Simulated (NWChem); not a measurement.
Species: C₂H₅FSi; SMILES C=C(F)[SiH3]

All runs: NWChem. Pople sets run with spherical d functions. Geometry: optimised at PBE-D3(BJ)/def2-SVP. Vertical excitations in the gas phase.

**Question.** Predict the results for CAM-B3LYP/6-31+G*, full TDDFT. Quantities: lowest excitation, singlet (eV); oscillator strength of that lowest state; lowest state with f > 0.02, singlet (eV); oscillator strength of that bright state; orbital gap (eV).

**Answer.** 
```
Quantity                                  Value
----------------------------------------  -----
lowest excitation, singlet (eV)            6.80
oscillator strength of that lowest state  0.018
lowest state with f > 0.02, singlet (eV)   6.94
oscillator strength of that bright state  0.417
orbital gap (eV)                           9.67
```
